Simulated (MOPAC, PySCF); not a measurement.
H3AlO, SMILES `[AlH2][OH]`, neutral singlet in the gas phase. 

Cartesian coordinates (Å):
```xyz
5

O      1.1110    -0.0116    -0.0085
Al    -0.5495     0.0029     0.0042
H      2.0590    -0.0091    -0.0170
H     -1.3185    -1.3756     0.0004
H     -1.2972     1.3931     0.0206
```
Charge 0, multiplicity 1.

All levels are single points at this geometry (TPSSh-D3(BJ)/def2-TZVP); Pople sets use spherical d functions. Orbital energies aren't observables, and empty levels follow the basis.

B3LYP/6-31G* in PySCF gives HOMO (eV) = -7.56.

Estimate the HOMO (eV) from each of these levels: PBE-D3(BJ)/def2-TZVP in PySCF; TPSSh-D3(BJ)/def2-TZVP in PySCF; B3LYP/LANL2DZ in PySCF; BP86/6-31G* in PySCF; M06-2X/6-31G* in PySCF; PBE/6-31G* in PySCF; AM1 in MOPAC; PM6 in MOPAC.


```csv
level,HOMO (eV)
PBE-D3(BJ)/def2-TZVP in PySCF,-6.60
TPSSh-D3(BJ)/def2-TZVP in PySCF,-7.35
B3LYP/LANL2DZ in PySCF,-7.61
BP86/6-31G* in PySCF,-6.47
M06-2X/6-31G* in PySCF,-9.05
PBE/6-31G* in PySCF,-6.35
AM1 in MOPAC,-9.80
PM6 in MOPAC,-10.69
```
